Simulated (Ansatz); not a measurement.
`[SiH3][AlH][SnH3]`, charge 0, multiplicity 1.

Question: Give a relaxed structure at PBE0-D4/def2-TZVP (Ansatz 0.2.0). (Estimate.)

Answer: The calculation gave: 
```xyz
10

Si   -0.975    1.443    1.415
Al   -0.850   -0.624    0.094
Sn    1.300   -1.114   -1.397
H     0.178    1.509    2.360
H    -2.226    1.588    2.210
H    -0.866    2.627    0.514
H    -2.030   -1.691    0.102
H     0.902   -1.310   -3.051
H     2.475    0.129   -1.325
H     2.091   -2.557   -0.921
```
Point group Cs.
This is one stationary point; other conformers may exist.
